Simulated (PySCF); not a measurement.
Spinor energies of Ag(46+) (silver, charge +46)

Start: 1s1; 1s1/2 filled at m_j = +1/2. Calculated with PySCF 2.14 in an even-tempered Gaussian basis (15 s from 100 bohr⁻², ratio 2.4; 10 p from 130 bohr⁻², ratio 2.4; 3 d from 400 bohr⁻², ratio 2.6; 3 f from 600 bohr⁻², ratio 2.6): generalised Hartree-Fock with the X2C-1e Hamiltonian and a Gaussian nucleus; one run each with spin-orbit coupling (SO) switched off, then screened by Boettger's factors.

| spinor shell | electrons | ε, spin-free (eV) | ε, screened SO (eV) | weight of nominal j (screened SO) | rms radius, screened SO (bohr) |
| --- | --- | --- | --- | --- | --- |
| 1s1/2 | 1 | -30993.6 | -30993.6 | 1.000 | 0.0350 |

| quantity | spin-free | screened SO |
| --- | --- | --- |
| E (hartree) | -1138.99419 | -1138.99419 |
| M_J | 1/2 | 1/2 |
| ⟨J²⟩ | 0.750 | 0.750 |
| ⟨L²⟩ | 0.000 | 0.000 |
| ⟨S²⟩ | 0.750 | 0.750 |

Breit and QED terms are absent; they matter most for the inner s and p1/2 levels.

Densities and radii are taken from the X2C orbitals without a picture-change correction, which distorts them close to the nucleus.

Without spin-orbit coupling the j labels of p, d and f shells carry no meaning; the spin-free column gives the mean over the occupied spinors of each nl shell.
